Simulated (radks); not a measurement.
Fractional charge and spin in the 5d shell of mercury: the spin-up occupation runs from 4 to 5 and the spin-down occupation from 4 to 5; the fullest corner is Hg, [Xe] 4f14 6s2 5d(up 5, down 5). All-electron calculation, scalar-relativistic Kohn-Sham, PBE, spin-polarised, spherical densities, point nucleus. Program: a radial shooting solver on a logarithmic mesh with Libxc functionals. Energy (eV) minus the two flat planes that join the four corners (they meet along the diagonal where the two added fractions sum to one electron); zero is where a piecewise linear energy would lie.

| down \ up | 4 | 4.25 | 4.5 | 4.75 | 5 |
|---|---|---|---|---|---|
| 4 | 0.000 | -1.201 | -1.589 | -1.182 | 0.000 |
| 4.25 | -1.201 | -1.546 | -1.098 | 0.124 | -1.067 |
| 4.5 | -1.589 | -1.098 | 0.166 | -0.986 | -1.407 |
| 4.75 | -1.182 | 0.124 | -0.986 | -1.367 | -1.043 |
| 5 | 0.000 | -1.067 | -1.407 | -1.043 | 0.000 |

Corners above the fullest one (they belong to Hg+ and the next ion): (up 5, down 4) 15.349 eV, (up 4, down 5) 15.349 eV, (up 4, down 4) 43.370 eV. With half an added electron in each spin the energy lies 0.166 eV from the planes, and with half an added electron in spin up alone -1.589 eV. The planes are only a guide here: the flat-plane condition holds for ground states with one frontier orbital, while this shell lies below other occupied shells, so the corners above the fullest one are inner-hole states and not the ground states of those ions.
